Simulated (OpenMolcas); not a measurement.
InF: a line through the functionals

InF: 2 atoms, total charge 0, spin state singlet. SMILES: `[F][In]`. The shape is that of a PBE0-D4/def2-TZVP optimisation.

The electronic atomisation energy y, in eV, basis def2-TZVPP with a core potential; a is the functional's share of exact exchange. Programs: OpenMolcas 26.06.

```
functional     program     a  y (eV)
      BLYP  OpenMolcas     0    5.71
      TPSS  OpenMolcas     0    5.64
     B3LYP  OpenMolcas   0.2    5.51
      PBE0  OpenMolcas  0.25       ?
     BHLYP  OpenMolcas   0.5    5.10
```

Q: Fit y = c + s·a to the known rows and predict PBE0.

A: 
1. Means of the 4 rows: a = 0.1750, y = 5.490.
2. Σ(Δa)² = 0.1675, Σ(Δa·Δy) = -0.191, so the slope is -0.191/0.1675 = -1.1403.
3. Intercept: 5.490 − (-1.1403) × 0.1750 = 5.690. The largest residual of the fit is 0.050.
4. PBE0: 5.690 + (-1.1403) × 0.25 = 5.40 eV.

The run gave 5.41 eV, so the prediction is off by -0.01 eV, within the scatter of the fit. The rows mix families of semi-local functionals, which the line can't see. Spin-orbit coupling is left out.
